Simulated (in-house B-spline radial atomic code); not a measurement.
Values are calculated unless marked as measured or tabulated.
**Correlation energy from the adiabatic connection: ω²r²/2 − Z/r, ω = 0.0132, Z = 1.5**

Two electrons in a singlet, external potential ω²r²/2 − Z/r, ω = 0.0132, Z = 1.5 (atomic units). Full CI in B-splines (partial waves to l = 8, correlation up to 0.6 % small) with the density held fixed gives W(λ) = <V_ee>_λ − U, and E_c is the integral of W(λ) − W(0) from 0 to 1.

```
   λ  W(λ) − W(0) (hartree)
   0                0.00000
0.02               -0.00198
0.05               -0.00490
0.12               -0.01150
0.25               -0.02301
 0.4               -0.03518
 0.6               -0.04980
 0.8               -0.06283
   1               -0.07452
```

**Question.** Integrate the table by the trapezoid rule.

**Answer.** The strips give -0.00002, -0.00010, -0.00057, -0.00224, -0.00436, -0.00850, -0.01126, -0.01373, which sum to -0.04080 hartree. The direct value, W(1) − W(0) + T_c with T_c = 0.03362, is -0.04090; the curve is convex, so chords lie above it and the trapezoids fall short in size by 0.24 %.

**Question.** Now use only three numbers: W(0) = -0.70997, the initial slope W'(0) = -0.09968 (extrapolated from the first points) and the strong-coupling limit of the point-charge-plus-continuum model, W∞ = -1.0169. What do second-order theory and the interpolation W(λ) = W∞ + (W(0) − W∞)/√(1 + 2χλ) of Seidl, Perdew and Levy give?

**Answer.** Second order keeps the slope alone: E_c = W'(0)/2 = -0.04984, +22 % in size against -0.04090. Matching the slope fixes χ = W'(0)/(W∞ − W(0)) = -0.09968/(-0.30693) = 0.32476. Integrating, with s = √(1 + 2χ) = 1.284340, E_c = −(W(0) − W∞)(s − 1)/(s + 1) = −0.30693 × 0.284340/2.284340 = -0.03820 hartree, -6.6 % in size against the full result. At λ = 1 the formula gives W − W(0) = -0.06795 against -0.07452. Part of the miss can come from the model's W∞.
